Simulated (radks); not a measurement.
The numbers below are computed, except where a source is named.
Spherical quantum dot in the effective-mass picture: electrons in a hard-walled sphere of radius 2.32, all in effective atomic units (hartree* = m*/eps^2 hartree, bohr* = eps/m* bohr), one dielectric constant everywhere. Level of theory: non-relativistic Kohn-Sham, LDA (Slater exchange, Perdew-Wang correlation), spin-polarised, spherical densities (a radial shooting solver with Libxc functionals). Levels are named by radial order and angular momentum (1s, 1p, 1d, 2s, ...), and open shells are averaged over m. Results are scaled to m* = 0.134 and eps = 4.1, for which hartree* = 216.9 meV and bohr* = 1.619 nm.

N = 36, configuration 1s2 1p6 1d10 2s2 1f14 1g(up 2, down 0). This is the lowest configuration that the search found. Occupied and some empty levels:

| level | occupation | eigenvalue (meV) | <r> (nm) |
|---|---|---|---|
| 1s up | 1 | 4558.7 | 2.537 |
| 1s down | 1 | 4564.8 | 2.534 |
| 1p up | 3 | 4663.3 | 2.635 |
| 1p down | 3 | 4669.8 | 2.632 |
| 1d up | 5 | 4844.4 | 2.718 |
| 1d down | 5 | 4851.2 | 2.717 |
| 1f up | 7 | 5092.2 | 2.788 |
| 1f down | 7 | 5099.3 | 2.787 |
| 2s up | 1 | 5280.8 | 1.688 |
| 2s down | 1 | 5283.0 | 1.688 |
| 1g up | 2 | 5401.1 | 2.848 |
| 1g down | 0 | 5408.5 | 2.847 |
| 2p up | 0 | 5625.7 | 1.970 |
| 2p down | 0 | 5628.6 | 1.970 |
| 1h up | 0 | 5767.6 | 2.899 |
| 1h down | 0 | 5775.1 | 2.898 |
| 2d up | 0 | 6036.9 | 2.149 |
| 2d down | 0 | 6040.4 | 2.149 |
| 3s up | 0 | 6239.3 | 1.759 |
| 3s down | 0 | 6242.2 | 1.759 |

Energy (meV): total 102305, kinetic 30514, external 0, Hartree 77930, exchange-correlation -6139.0.

Electron density:

| r (nm) | n(r) (e/nm^3) |
|---|---|
| 0.109 | 0.1485 |
| 0.296 | 0.1446 |
| 0.483 | 0.1373 |
| 0.670 | 0.1275 |
| 0.857 | 0.1165 |
| 1.04 | 0.1061 |
| 1.23 | 0.09879 |
| 1.42 | 0.09755 |
| 1.60 | 0.1055 |
| 1.79 | 0.1252 |
| 1.98 | 0.1574 |
| 2.16 | 0.2005 |
| 2.35 | 0.2475 |
| 2.54 | 0.2875 |
| 2.72 | 0.3051 |
| 2.91 | 0.2872 |
| 3.10 | 0.2288 |
| 3.29 | 0.1432 |
| 3.47 | 0.05789 |
| 3.66 | 0.006967 |
